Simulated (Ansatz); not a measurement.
Relative stability

The two ends of one reaction step of SiH3BrCl2, closed shell (PBE0-D4/def2-TZVP).

A:

```xyz
7
angstrom
Si 0.5560 -1.0024 -0.3085
H -1.6380 2.0737 0.8157
Cl -1.0013 -0.7019 -1.5763
Cl -0.1406 -1.1897 1.5896
H 1.2620 -2.2343 -0.6900
H -0.9856 2.3613 0.5953
Br 1.9474 0.6934 -0.4257
```

B:

```tsv
atom	x (Å)	y (Å)	z (Å)
Si1	-0.4097	-0.7374	0.4768
H2	-0.4912	0.3831	1.4305
Cl3	-1.1906	-0.1108	-1.3160
Cl4	-1.5278	-2.2879	1.1871
H5	0.9647	-1.2127	0.2383
H6	0.7730	1.7636	-1.3979
Br7	1.8815	2.2020	-0.6186
```

Program: Ansatz 0.2.0. Basis: def2-TZVPP. Cores are frozen in the correlated methods. Filled d shells of the heavier atoms are correlated. The def2 sets are not built for correlating such inner shells, so the correlated values are less sure here. B3LYP uses VWN-RPA correlation.

Question: Which structure is lower at CCSD(T), and by how much? (An estimate is asked for; the value comes from the calculation.)

Answer: Computed: A, by 0.612 eV (electronic energy, against the other). By their contacts, A is a complex of SiHBrCl₂ ([Cl][SiH]([Cl])[Br]) + H₂ and B is a complex of SiH₂Cl₂ ([Cl][SiH2][Cl]) + HBr.

All methods give the same order:

| method | E(B) − E(A) (eV) |
| --- | --- |
| SPW92 | 0.606 |
| PBE-D4 | 0.688 |
| BLYP-D4 | 0.653 |
| r2SCAN-D4 | 0.713 |
| B97M-V | 0.650 |
| PBE0-D4 | 0.673 |
| B3LYP-D4 | 0.638 |
| r2SCAN0-D4 | 0.695 |
| BHLYP-D4 | 0.626 |
| CAM-B3LYP-D4 | 0.585 |
| wB97X-V | 0.638 |
| wB97M-V | 0.671 |
| B2PLYP | 0.631 |
| PBE-QIDH | 0.682 |
| RPA on PBE | 0.568 |
| HF | 0.520 |
| MP2 | 0.726 |
| CCSD | 0.575 |
| CCSD(T) | 0.612 |

T1 diagnostic: at most 0.008.

Labels in which every atom is bracketed show which atoms are joined, not bond orders.

For scale, one of the runs: CCSD(T)/def2-TZVPP, 216 basis functions, launched by `ansatz run in.yaml --threads 4 --pin off --events-out ev --progress --plain --max-ram 9574MiB`. The run took 96 s on 4 CPU threads of an Arm Neoverse V1 (shared host), with 2.9 GiB of host memory at its peak.
